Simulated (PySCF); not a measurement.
Compound: C3H12NOSi2 (doublet state).
Z-matrix (Å and degrees, GFN2-xTB geometry), rows numbered from 1:
```
C 
N   1  1.3631
Si  2  1.7383  1  125.92
Si  3  2.3035  2  104.10  1   179.86
C   4  1.9116  3  104.72  2  -176.85
O   5  1.4235  4  111.74  3   -36.39
C   6  1.3994  5  113.28  4   -74.44
H   1  1.0698  2  120.47  3   178.17
H   1  1.0683  2  118.12  3     2.46
H   2  1.0076  1  113.47  3   177.54
H   3  1.4781  2  108.82  1    56.57
H   3  1.4777  2  107.06  1   -55.77
H   4  1.4772  3  116.35  2    63.50
H   4  1.4725  3  118.28  2   -59.71
H   5  1.0914  4  110.03  3    79.47
H   5  1.0975  4  113.09  3  -160.78
H   7  1.0980  6  111.08  5   -58.44
H   7  1.0971  6  111.90  5    62.97
H   7  1.0888  6  106.63  5  -177.49
```

The hyperfine couplings belong to this conformer and change with its torsions.

The species is `[CH2]N[SiH2][SiH2]COC` [radical].

Theory: PySCF 2.14.0, UKS B3LYP, pcH-1 on C H N O Si, non-relativistic, mean-field spin-orbit, GIAO. Geometry: GFN2-xTB, one conformer, isolated molecule. The geometry wasn't refined by DFT: couplings that depend on bond lengths, twists or pyramidal angles can differ widely from those at the functional's own minimum. No stability test was run, so a lower SCF solution isn't excluded.

Problem. The isotropic 29Si couplings are +8.5, +3.9 MHz. Assign them to Si3; Si4.

Solution. 
| site | a_iso (MHz) | ρ(0) (bohr⁻³) | position | distance from C1 (Å) | spin population | largest \|T\| (MHz) |
| --- | --- | --- | --- | --- | --- | --- |
| Si3 | +8.5 | -0.0096 | 2 bonds from C1 | 2.77 | +0.02 | 4.0 |
| Si4 | +3.9 | -0.0044 | 3 bonds from C1 | 4.55 | 0.00 | 0.3 |

ρ(0) is the spin density at the nucleus and T the dipolar tensor; a_iso includes a spin–orbit part; entries for several nuclei are means. The Mulliken spin populations are largest on C1 (+0.89) and N2 (+0.14). C1 is the only atom above +0.15. The angles at C1 add up to 359.9°, so it is planar; its axial dipolar tensor and the negative couplings of its protons fit spin in a p orbital normal to that plane.

Nuclei that the bonding pattern makes equivalent are averaged, as if the motion that swaps them (rotation, inversion, ring flip) were fast. H8 and H9 aren't averaged: C1 is flat or nearly so (angle sum 360°), and its turn about the short C1–N2 bond (1.36 Å) is taken as slow.
